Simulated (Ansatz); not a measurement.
This geometry of AlGeH₅OSi (9 atoms, charge 0, multiplicity 1) is a first-order saddle point.

Method: Ansatz, RKS PBE0/def2-SVP.

```xyz
9
Properties=species:S:1:pos:R:3
O -1.214 0.413 -0.330
Si 0.270 1.445 -0.819
Al 1.707 -0.158 0.259
Ge -0.599 -1.110 0.573
H -0.822 0.569 -1.604
H 0.065 2.841 -0.307
H 3.192 -0.701 0.414
H -1.197 -2.344 -0.144
H -1.314 -1.001 1.942
```

Question: Which two structures does it join? (They come from a converged band through this point; their orientation in space is the band's.)

Answer: Bonds broken: Si2–H5. Bonds formed: O1–H5.

Initial state:

```xyz
9
Properties=species:S:1:pos:R:3
O -1.246 0.273 -0.176
Si -0.046 1.263 -0.812
Al 1.624 -0.276 0.155
Ge -0.635 -1.183 0.757
H -0.150 1.372 -2.304
H -0.134 2.660 -0.273
H 3.161 -0.635 0.365
H -1.253 -2.434 0.089
H -1.233 -1.085 2.181
```

Final state:

```xyz
9
Properties=species:S:1:pos:R:3
O -1.002 0.458 -0.522
Si 0.505 1.479 -1.190
Al 1.800 -0.004 0.260
Ge -0.483 -1.073 0.545
H -1.717 0.356 -1.162
H 0.375 2.599 -0.159
H 3.153 -0.707 0.730
H -1.109 -2.238 -0.278
H -1.434 -0.917 1.761
```

Question: How far does it lie above each of them?

Answer: 2.79 eV above the first and 1.46 eV above the second. This is the barrier of this one path; another mechanism may lie lower. The orbitals stay closed-shell, which can raise the energy where a bond breaks towards radicals; this wasn't checked here.

The run took 3.5 min on 2 threads of AMD EPYC 7R43 64-Core Processor (Zen 3), with other jobs on the host, peak memory 0.27 GiB.
